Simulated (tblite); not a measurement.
Compound: C₃H₉B₃N₂.
Bonds: C1–C2 (triple), C2–C3, C3–B4, B4–B5, B5–N6, B5–B7, B7–N8. Hydrogens: H9 on C1; H10, H11 on C3; H12 on B4; H13, H14 on N6; H15 on B7; H16, H17 on N8.

Computed with GFN2-xTB (tblite), gas phase: L-BFGS steps from a force-field or distance-geometry start until the largest atomic force falls under 0.01 eV/Å.

Geometry at step 29:
```
atom  x, y, z in Å
C1      2.2598    0.9021   -2.0266
C2      2.2193    0.1460   -1.1009
C3      2.1761   -0.7843    0.0014
B4      0.6670   -1.2262    0.2407
B5     -0.5470   -0.0761    0.5672
N6     -0.1385    1.2473    0.7386
B7     -2.1672   -0.5302    0.6561
N8     -3.1313    0.1461    1.3885
H9      2.3150    1.5533   -2.8424
H10     2.8517   -1.6082   -0.2227
H11     2.5854   -0.2801    0.8794
H12     0.4505   -2.3778    0.1090
H13     0.8263    1.5240    0.6384
H14    -0.7481    2.0451    0.8507
H15    -2.5778   -1.5026    0.1262
H16    -2.9603    0.9931    1.9014
H17    -4.0880   -0.1594    1.4718
```

Question: Give the atomic forces at this geometry.

Answer: 
```json
{"atom": "C1", "Fx (eV/Å)": "0.020", "Fy (eV/Å)": "0.057", "Fz (eV/Å)": "-0.087"}
{"atom": "C2", "Fx (eV/Å)": "0.102", "Fy (eV/Å)": "0.011", "Fz (eV/Å)": "-0.011"}
{"atom": "C3", "Fx (eV/Å)": "0.047", "Fy (eV/Å)": "-0.048", "Fz (eV/Å)": "0.061"}
{"atom": "B4", "Fx (eV/Å)": "-0.154", "Fy (eV/Å)": "0.009", "Fz (eV/Å)": "0.062"}
{"atom": "B5", "Fx (eV/Å)": "0.046", "Fy (eV/Å)": "-0.097", "Fz (eV/Å)": "0.035"}
{"atom": "N6", "Fx (eV/Å)": "-0.033", "Fy (eV/Å)": "-0.058", "Fz (eV/Å)": "-0.111"}
{"atom": "B7", "Fx (eV/Å)": "0.003", "Fy (eV/Å)": "-0.002", "Fz (eV/Å)": "-0.032"}
{"atom": "N8", "Fx (eV/Å)": "-0.069", "Fy (eV/Å)": "0.002", "Fz (eV/Å)": "0.007"}
{"atom": "H9", "Fx (eV/Å)": "-0.021", "Fy (eV/Å)": "0.100", "Fz (eV/Å)": "-0.095"}
{"atom": "H10", "Fx (eV/Å)": "0.097", "Fy (eV/Å)": "-0.147", "Fz (eV/Å)": "-0.079"}
{"atom": "H11", "Fx (eV/Å)": "-0.008", "Fy (eV/Å)": "0.085", "Fz (eV/Å)": "0.132"}
{"atom": "H12", "Fx (eV/Å)": "-0.015", "Fy (eV/Å)": "0.031", "Fz (eV/Å)": "0.053"}
{"atom": "H13", "Fx (eV/Å)": "-0.007", "Fy (eV/Å)": "0.088", "Fz (eV/Å)": "0.016"}
{"atom": "H14", "Fx (eV/Å)": "0.006", "Fy (eV/Å)": "-0.101", "Fz (eV/Å)": "0.020"}
{"atom": "H15", "Fx (eV/Å)": "-0.029", "Fy (eV/Å)": "-0.031", "Fz (eV/Å)": "-0.078"}
{"atom": "H16", "Fx (eV/Å)": "0.031", "Fy (eV/Å)": "0.076", "Fz (eV/Å)": "0.087"}
{"atom": "H17", "Fx (eV/Å)": "-0.015", "Fy (eV/Å)": "0.026", "Fz (eV/Å)": "0.020"}
```

The largest, 0.19 eV/Å, acts on H10; the rms over all components is 0.066 eV/Å. The forces sum to zero within rounding, as they must for an isolated molecule in no field.

Question: Give the force on H10 in Eh/bohr and in nN.

Answer: 0.193 eV/Å ÷ 51.422 = 0.00375 Eh/bohr, and 0.193 eV/Å × 1.602 = 0.31 nN.

Question: How far is this geometry from the end of the optimisation?

Answer: 0.366 eV above it, and 1.188 Å rms away after alignment. The bonds farthest from their final lengths, with half the difference of the two atoms' forces along the bond (positive lengthens):

```tsv
bond	now (Å)	final (Å)	force along bond (eV/Å)
B4–B5	1.704	1.635	-0.11
C3–H10	1.089	1.097	+0.07
C3–B4	1.591	1.597	+0.09
B5–N6	1.396	1.392	0.00
C1–H9	1.045	1.049	+0.02
B5–B7	1.685	1.688	+0.01
```

The angle farthest from its final value is B4–B5–N6, 117.1° against 128.6°.

The cost below is that of the whole relaxation. Time: 1.3 s. Hardware: one thread, Arm Neoverse V1 (aarch64), shared host with 64 logical CPUs at a one-minute load of 30.
